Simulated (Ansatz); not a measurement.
Reaction (formal exchange of groups at the Si–Br bond): `FC[SiH2]Br` + SiH₄ → `FC[SiH2][SiH3]` + HBr

Isolated molecules relaxed with PBE0-D4/def2-TZVP in Ansatz; ΔE leaves out vibrations. CCSD(T)/CBS adds triple-zeta CCSD(T) − MP2 to the extrapolated MP2 energy (def2 sets, frozen cores). This one scheme is used for every species. DFT in def2-TZVPP. B3LYP here is the variant with VWN-RPA as its local correlation; programs differ in this. For Br outer-core shells are correlated without core-valence functions, which leaves a few kJ/mol of doubt a bond. Scalar relativity is left out up to krypton. One conformer a species, not always the lowest.

`FC[SiH2]Br`:

Cartesian coordinates in Å:
```
F 1.323 -1.151 0.976
C 0.083 -0.534 0.845
Si 0.043 0.437 -0.774
Br -1.964 1.383 -0.897
H -0.072 0.125 1.705
H -0.695 -1.304 0.863
H 0.213 -0.462 -1.938
H 1.069 1.504 -0.780
```

SiH₄:

Cartesian coordinates in Å:
```
Si 0.000 0.000 0.000
H -0.934 0.392 1.085
H -0.647 -1.017 -0.866
H 1.236 -0.569 0.592
H 0.345 1.194 -0.812
```

`FC[SiH2][SiH3]`:

```xyz
11

F    -0.851    0.718    1.966
C    -1.469    0.061    0.906
Si   -0.471    0.310   -0.693
Si    1.757   -0.327   -0.372
H    -2.486    0.455    0.809
H    -1.544   -1.002    1.160
H    -1.111   -0.533   -1.743
H    -0.554    1.734   -1.116
H     2.495   -0.264   -1.662
H     2.424    0.571    0.607
H     1.811   -1.723    0.139
```

HBr:

Cartesian coordinates in Å:
```
Br -0.479 0.408 0.329
H 0.479 -0.408 -0.329
```

```json
{"level": "B3LYP-D4", "ΔE (kJ/mol)": "93.0"}
{"level": "MP2/def2-TZVPP", "ΔE (kJ/mol)": "104.1"}
{"level": "CCSD(T)/def2-TZVPP", "ΔE (kJ/mol)": "93.0"}
{"level": "MP2/def2-QZVPP", "ΔE (kJ/mol)": "106.8"}
```

Problem. What does CCSD(T)/CBS give? (Best estimate.)

Solution. Computed: +97.5 kJ/mol. The listed levels differ from it by -4.5, 6.6, -4.5, 9.3 kJ/mol.

Largest T1 diagnostic among the species: 0.012.

From PBE to PBE0 (25 % exact exchange), in def2-TZVPP and without D4, ΔE moves by +6.0 kJ/mol. In def2-TZVPP, CCSD(T) changes the Hartree–Fock value by −20.9 kJ/mol (the triples alone add −1.9 kJ/mol) and MP2 by −9.8 kJ/mol.
